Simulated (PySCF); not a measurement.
AlH3O3. Atoms are numbered in the order given.

```xyz
7

Al     0.0000     0.0000     0.0000
O      1.6024     0.5624     0.0000
H      2.3696    -0.0166     0.0000
O     -0.3142    -1.6689     0.0000
H     -1.1992    -2.0438     0.0000
O     -1.2882     1.1065     0.0000
H     -1.1704     2.0604     0.0000
```

Geometry: B3LYP-D3(BJ)/def2-SVP. The isomer is the one that the SMILES or the coordinates give; other isomers of the formula were not compared. One conformer was computed; it need not be the lowest.

Calculation: B3LYP-D3(BJ)/def2-SVP in PySCF.

Frequencies are harmonic and unscaled.

Modes within 1.5 cm⁻¹ of each other (mostly degenerate sets) share a row, with their intensities summed.

```
mode   ν (cm⁻¹)  IR (km/mol)  Raman (Å⁴/amu)  depolarisation  moving atoms (share of kinetic energy)
-----  --------  -----------  --------------  --------------  --------------------------------------
1–2         234         63.6             2.6            0.75                 O 64 %, H 22 %, Al 15 %
3           280          6.2             0.0               –                 Al 47 %, H 40 %, O 13 %
4           323        450.1             0.0               –                 H 56 %, O 26 %, Al 18 %
5–6         338          0.0             2.1            0.75                          H 89 %, O 11 %
7           584          0.0             2.4            0.06                          H 80 %, O 20 %
8–9         602        462.9             3.5            0.75                          H 73 %, O 26 %
10          707          0.0            11.1            0.06                          O 85 %, H 15 %
11–12       957        306.5             3.1            0.75                         Al 50 %, O 43 %
13–14      3924        247.4           110.9            0.75                                  H 94 %
15         3926          0.0           196.6            0.10                                  H 94 %
```
